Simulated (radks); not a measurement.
The numbers below are computed, except where a source is named.
The chlorine anion Cl- inside a hard spherical wall (all orbitals vanish at R), configuration held at [Ar] and not refilled when levels cross. Code: a radial shooting solver on a logarithmic mesh with Libxc functionals. Model: scalar-relativistic Kohn-Sham, PBE, spin-unpolarised, spherical densities, point nucleus. Eigenvalues in eV, with the zero of energy where the potential of the charges vanishes at infinity; a dash marks a level that is unbound or too diffuse for the functional's potential to be trusted. A positive occupied level is held by the wall or, in an anion where self-interaction has pushed it up, behind a barrier. The pressure on the wall is -dE/dV.

R (bohr) = 12: E (hartree) -461.57887; kinetic (hartree) 463.634; e(2s) -242.71; e(2p) -181.63; e(3s) -11.323; e(3p) 0.259; e(4s, empty) 3.869; e(4p, empty) 4.697; pressure (GPa) 0.00167
R (bohr) = 7: E (hartree) -461.56920; kinetic (hartree) 463.688; e(2s) -242.04; e(2p) -180.96; e(3s) -10.764; e(3p) 0.790; e(4s, empty) 7.897; e(4p, empty) 10.679; pressure (GPa) 0.464
R (bohr) = 6: E (hartree) -461.55140; kinetic (hartree) 463.780; e(2s) -241.28; e(2p) -180.20; e(3s) -10.174; e(3p) 1.375; e(4s, empty) 10.605; e(4p, empty) 14.394; pressure (GPa) 1.94
R (bohr) = 5: E (hartree) -461.49230; kinetic (hartree) 464.062; e(2s) -239.48; e(2p) -178.39; e(3s) -8.867; e(3p) 2.727; e(4s, empty) 15.983; e(4p, empty) 21.273; pressure (GPa) 9.85
R (bohr) = 4: E (hartree) -461.26098; kinetic (hartree) 465.071; e(2s) -234.80; e(2p) -173.66; e(3s) -5.650; e(3p) 6.247; e(4s, empty) 28.540; e(4p, empty) 36.035; pressure (GPa) 65.0
R (bohr) = 3: E (hartree) -460.13230; kinetic (hartree) 469.288; e(2s) -221.17; e(2p) -159.84; e(3s) 3.943; e(3p) 17.147; e(4s, empty) 64.634; e(4p, empty) 74.948; pressure (GPa) 619
